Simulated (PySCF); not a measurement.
## Xe²⁺ (xenon, charge +2): PBE0 calculation

Configuration: [Kr] 4d10 5s2 5p4, high-spin 3P determinant. Computed with PySCF 2.14 in x2c-TZVPall, with the spin-free X2C one-electron Hamiltonian (Gaussian nucleus).

- Total energy: -7444.86 hartree
- One-electron energy: -10155.25 hartree
- Hartree (Coulomb) energy: 2898.30 hartree
- Exchange-correlation energy: -187.91 hartree
- ⟨S²⟩: 2.0029
- ⟨L²⟩: 2.018
- Sum of ⟨r⟩: 32.84 bohr
- Sum of ⟨r²⟩: 43.11 bohr²
- Traceless quadrupole moment −½Σ⟨3z² − r²⟩ along its main axis: -1.82 e·bohr²
- Langevin diamagnetic susceptibility: -34.1 ×10⁻⁶ cm³/mol
- Time after the integrals: 1.2 s of wall time on 1 thread of Neoverse-V1 (shared host)

| shell | electrons | mean orbital energy (hartree) | spread (hartree) | rms radius, mean of both spins (bohr) |
| --- | --- | --- | --- | --- |
| 1s α | 1 | -1265.27442 | 0 | 0.0305 |
| 1s β | 1 | -1265.27046 | 0 | 0.0305 |
| 2s α | 1 | -198.56022 | 0 | 0.124 |
| 2s β | 1 | -198.55853 | 0 | 0.124 |
| 2p α | 3 | -178.34891 | 0.00516 | 0.111 |
| 2p β | 3 | -178.34544 | 0.00182 | 0.111 |
| 3s α | 1 | -41.66520 | 0 | 0.327 |
| 3s β | 1 | -41.66137 | 0 | 0.327 |
| 3p α | 3 | -35.08086 | 0.01179 | 0.327 |
| 3p β | 3 | -35.07597 | 0.00689 | 0.327 |
| 3d α | 5 | -25.23919 | 0.01048 | 0.305 |
| 3d β | 5 | -25.23596 | 0.00780 | 0.305 |
| 4s α | 1 | -8.33994 | 0 | 0.762 |
| 4s β | 1 | -8.33002 | 0 | 0.762 |
| 4p α | 3 | -6.22579 | 0.02598 | 0.815 |
| 4p β | 3 | -6.21487 | 0.01479 | 0.815 |
| 4d α | 5 | -3.09830 | 0.02844 | 0.943 |
| 4d β | 5 | -3.08647 | 0.01869 | 0.943 |
| 5s α | 1 | -1.55916 | 0 | 1.90 |
| 5s β | 1 | -1.46211 | 0 | 1.90 |
| 5p α | 3 | -1.05923 | 0.05097 | 2.23 |
| 5p β | 1 | -0.99383 | 0 | 2.23 |

Densities and radii are taken from the X2C orbitals without a picture-change correction, which distorts them close to the nucleus.
